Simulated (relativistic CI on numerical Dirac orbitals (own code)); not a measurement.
## Hyperfine structure of Eu XXX, mass number 151

Method of calculation: Dirac-Coulomb-Breit CI, separate exchange-only KLI orbitals for each configuration, model QED (radiative potential, 1s self-energy scaled to tabulated hydrogen-like ionisation energies), unscaled Slater integrals (own radial code, finite nucleus).

Configurations in the expansion (outside the closed core [Ar] 3d10): 4s2 4p4, 4s 4p5, 4s2 4p3 4d, 4p6, 4s 4p4 4d, 4s2 4p3 4f, 4s 4p4 4f, 4p5 4d, 4s 4p3 4d2, 4s2 4p2 4d 4f, 4p5 4f, 4p4 4d2, 4p3 4d3, 4p3 4d2 4f. Double excitations out of closed p, d and f shells are left out; levels of such configurations are missing from the list, as are those of other unlisted configurations, and high levels can miss mixing partners.

Nuclear spin I = 5/2, μ = 3.4635 μN, Q = 0.903 b (tables of Stone and Pyykkö). The electronic factors are computed for point nuclear moments, without core polarisation or the Bohr-Weisskopf and QED corrections.

| Level | E (cm⁻¹) | A (GHz) | B (GHz) |
| --- | --- | --- | --- |
| 4s2 4p4 3P_2 | 0 | 39.91 | 10.4 |
| 4s2 4p4 3P_1 | 300269 | -22.4 | -25.7 |
| 4s2 4p4 1D_2 | 330981 | 104.8 | -61.7 |
| 4s 4p5 3P°_2 | 848200 | 215.6 | -41.6 |

Levels with J = 0, under 50 % of one LS term, or S terms without an open s electron are left out. Small factors come from cancelling terms and can be off by tens of per cent or more.

At this charge energies of transitions that change n are usually good to better than 1 %, and those within a shell (Δn = 0) to a few per cent.

(1) Give the hyperfine levels of 4s2 4p4 3P_2 relative to its centre of gravity.

## Answers

(1) With K = F(F + 1) − I(I + 1) − J(J + 1), E = AK/2 + B[¾K(K + 1) − I(I + 1)J(J + 1)]/[2I(2I − 1)J(2J − 1)]: F = 1/2: -272.1, F = 3/2: -216.9, F = 5/2: -122.3, F = 7/2: 15.55, F = 9/2: 202.2 GHz.

LS names give the leading component of a level, which can be under half, so a name can repeat, a term be missing and a line seem to break the LS rules.
